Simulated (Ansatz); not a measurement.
Born–Oppenheimer molecular dynamics of BrCl2H2In (6 atoms, charge 0, multiplicity 1). It starts at the highest image of a converged band, a first-order saddle point between two minima.

Level of theory: Ansatz, RKS PBE0-D4/def2-SVP.

- ensemble: NVE (velocity Verlet)
- time step: 0.5 fs
- steps asked: 200
- starting velocities drawn for: 300 K
- seed: 11477

First frame:

```xyz
6
Properties=species:S:1:pos:R:3
In -0.485 -0.135 -0.399
H 1.023 0.966 -0.497
Cl -0.327 -2.131 -1.582
Cl -2.493 0.969 -0.006
H 1.271 0.610 0.546
Br 1.012 -0.277 1.939
```

How far do the bonds stretch over the last three quarters of this one trajectory? (Pairs bonded in most of those frames.)


```csv
bond,mean (Å),spread (Å),shortest,longest
In1–H2,1.769,0.065,1.67,1.92
In1–Cl3,2.340,0.038,2.29,2.41
In1–Cl4,2.337,0.036,2.29,2.40
In1–Br6,2.846,0.093,2.75,3.06
H5–Br6,1.487,0.083,1.39,1.64
```

Mean temperature of the second half: 683 K. The conserved energy stayed within 0.032 meV per atom of its start (net change 0.015 meV per atom), so the integration is sound. The system heated up, since it started high on the potential surface and ran downhill. A run of 0.1 ps of so small a system gives no equilibrium averages. The orbitals stay closed-shell, which can raise the energy where a bond breaks towards radicals; this wasn't checked here.

The run took 5.8 min on 2 threads of Intel(R) Xeon(R) 6975P-C (Granite Rapids), with other jobs on the host, peak memory 0.3 GiB.
